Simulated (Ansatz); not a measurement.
Basis-set extrapolation for CH₇O₂Si₂, SMILES `CO[Si](O)[SiH3]` radical (PBE0-D4/def2-TZVP geometry, frozen core, Ansatz 0.2.0). Multiplicity 2, UHF reference.

```json
{"": "HF", "def2-TZVPP": "-769.683076", "def2-QZVPP": "-769.711219"}
{"": "MP2 correlation", "def2-TZVPP": "-0.874517", "def2-QZVPP": "-0.942289"}
{"": "CCSD(T) correlation", "def2-TZVPP": "-0.957535", "def2-QZVPP": "not run"}
```

Energies in hartree. Use E(X) = E(∞) + A·exp(−7.88·√X) for Hartree–Fock and E(X) = E(∞) + B·X^(−2.97) for correlation, with X = 3 and 4, and add CCSD(T) minus MP2 of the smaller set to the MP2 limit.

Task: What is the CCSD(T) energy at the basis-set limit?

Result: HF limit: -769.711219 + (-0.028143) × 0.13774 = -769.71510. MP2 limit: -0.942289 + (-0.067772) × 0.74074 = -0.99249. Higher-order term: -0.957535 − (-0.874517) = -0.08302. Total: -770.79061 hartree, 4.08 eV below CCSD(T)/def2-TZVPP.
